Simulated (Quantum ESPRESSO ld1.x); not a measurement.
Question: The aim is the calcium ion Ca2+ in [Ar]. What will ld1.x (Quantum ESPRESSO 7.5) do with this input?

```
 &input
    zed=20.0,
    iswitch=1,
    rel=2,
    dft='PZ',
    config='[Ar]',
    verbosity='high',
    lsmall=.true.,
    beta=0.01,
    prefix='ld1',
    max_out_wfc=37,
    file_charge='ld1.rho',
 /
```

Answer: Harmless. The cycle still converges, in 129 iterations against 21.

Output (excerpt):

```
     Program LD1 v.7.5 starts

     --------------------------- All-electron run ----------------------------

     dirac relativistic calculation

     atomic number is 20.00
     dft =PZ   lsd =0 sic =0 latt =0  beta=0.01 tr2=1.0E-14
     Exchange-correlation= PZ
                           (   1   1   0   0   0   0   0)
     mesh =1951 r(mesh) =  99.90979 a.u. xmin = -8.00 dx = 0.00800
     1 Ry =  13.60569312 eV, c = 137.03599908

     n l j   nl                  e(Ry)          e(Ha)          e(eV)
     Spin orbit split results
     1 0 0.5 1S 1( 2.00)    -290.546731567    -145.273365783  -3953.0896676
     2 0 0.5 2S 1( 2.00)     -31.500556784     -15.750278392   -428.5869088
     2 1 0.5 2P 1( 2.00)     -25.908992587     -12.954496293   -352.5098023
     2 1 1.5 2P 1( 4.00)     -25.638697147     -12.819348573   -348.8322455
     3 0 0.5 3S 1( 2.00)      -4.561486012      -2.280743006    -62.0621789
     3 1 0.5 3P 1( 2.00)      -3.188094745      -1.594047372    -43.3762387
     3 1 1.5 3P 1( 4.00)      -3.159001891      -1.579500946    -42.9804103
     Averaged results
     1 0     1S 1( 2.00)    -290.546731567    -145.273365783  -3953.0896676
     2 0     2S 1( 2.00)     -31.500556784     -15.750278392   -428.5869088
     2 1     2P 1( 6.00)     -25.728795627     -12.864397813   -350.0580977
     3 0     3S 1( 2.00)      -4.561486012      -2.280743006    -62.0621789
     3 1     3P 1( 6.00)      -3.168699509      -1.584349755    -43.1123531

     final scf error:  4.4E-15 reached in 129 iterations

     Etot =   -1356.033814 Ry,    -678.016907 Ha,  -18449.779934 eV

     Ekin =    1365.893349 Ry,     682.946675 Ha,   18583.925747 eV
     Encl =   -3205.346360 Ry,   -1602.673180 Ha,  -43610.958925 eV
     Eh   =     551.389612 Ry,     275.694806 Ha,    7502.037847 eV
     Exc  =     -67.970415 Ry,     -33.985207 Ha,    -924.784603 eV
```

Run on one thread of a shared host, so times are rough (Intel(R) Xeon(R) Processor @ 2.60GHz): 0.7 s of CPU time, 1.9 s wall, 129 iterations on 1951 mesh points, peak memory 30 MiB.
